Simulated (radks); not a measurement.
The numbers below are computed, except where a source is named.
Question: All-electron atom: Xe in [Xe] (the NIST ground configuration). Level of theory: scalar-relativistic Kohn-Sham, LDA (Slater exchange, VWN5 correlation), spin-polarised, spherical densities, finite nucleus; Fermi nuclear charge, rms radius 4.7859 fm; hard spherical wall at 2.5 bohr (a radial shooting solver on a logarithmic mesh with Libxc functionals). Some entries of the table are withheld. Estimate them.

| orbital | occ. | eigenvalue (Ry) | <1/r> (bohr^-1) |
|---|---|---|---|
| 1s | 2 | -2520.326 | 58.05 |
| 2s | 2 | -389.8897 | 13.32 |
| 2p | 6 | -349.7413 | (1) |
| 3s | 2 | (2) | 4.781 |
| 3p | 6 | -64.55379 | 4.545 |
| 3d | 10 | -45.25833 | 4.306 |
| 4s | 2 | -11.97421 | 1.938 |
| 4p | 6 | -7.90274 | 1.771 |
| 4d | 10 | -2.00050 | 1.477 |
| 5s | 2 | 1.04405 | 0.8827 |
| 5p | 6 | 2.40796 | 0.8677 |
| 4f | 0 | 3.82017 | 0.9841 |
| 5d | 0 | 4.78884 | 0.9071 |
| 6s | 0 | 9.77337 | 1.018 |

Answer: 
(1) 2p <1/r> (bohr^-1): 12.72
(2) 3s eigenvalue (Ry): -77.52034
